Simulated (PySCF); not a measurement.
C₃H₈Se, SMILES CC(C)[SeH].

The structure is a stationary point at r2SCAN-D4/def2-SVP. The values are those of a single conformer.

Method: PBE/def2-TZVP run with PySCF.

The molecule is in vacuum.

```yaml
total_energy: -2520.19505 hartree
highest_occupied_level: -5.27 eV
lowest_empty_level: -0.85 eV
orbital_gap: 4.43 eV
dipole_moment: 1.63 D
quadrupole, principal values (traceless, Buckingham form, about the centre of nuclear charge): -3.18, -0.19, 3.37 D·Å
mean_static_polarisability: 66.4 bohr³ (9.83 Å³)
polarisability_principal_values: 54.8, 65.0, 79.3 bohr³
```
